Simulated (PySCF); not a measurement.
CHF3O3S. Atoms are numbered in the order given.

```xyz
9

O      1.4679    -0.4601    -1.0924
S      0.8001     0.3126     0.1736
O      1.2661    -0.3053     1.4030
O      0.8610     1.7276    -0.1073
C     -0.9756    -0.2346    -0.0688
F     -1.7001     0.2141     0.9443
F     -1.4482     0.2443    -1.2072
F     -1.0165    -1.5648    -0.0927
H      1.7739    -1.3351    -0.7923
```
Charge 0, spin multiplicity 1.

Geometry optimised at B3LYP-D3(BJ)/def2-SVP. Other conformers were not sampled.

Level of theory: M06-2X/def2-TZVP in PySCF.

Gas-phase values at a fixed geometry.

Computed frontier levels, gap, dipole moment and polarisability:
```json
{
 "highest_occupied_level": "-11.64 eV",
 "lowest_empty_level": "0.61 eV",
 "orbital_gap": "12.25 eV",
 "dipole_moment": "0.573 e·Å",
 "quadrupole, principal values (traceless, Buckingham form, about the centre of nuclear charge)": "-6.27, -4.02, 10.29 D·Å",
 "mean_static_polarisability": "42.8 bohr³ (6.34 Å³)",
 "polarisability_principal_values": "41.1, 42.9, 44.5 bohr³"
}
```
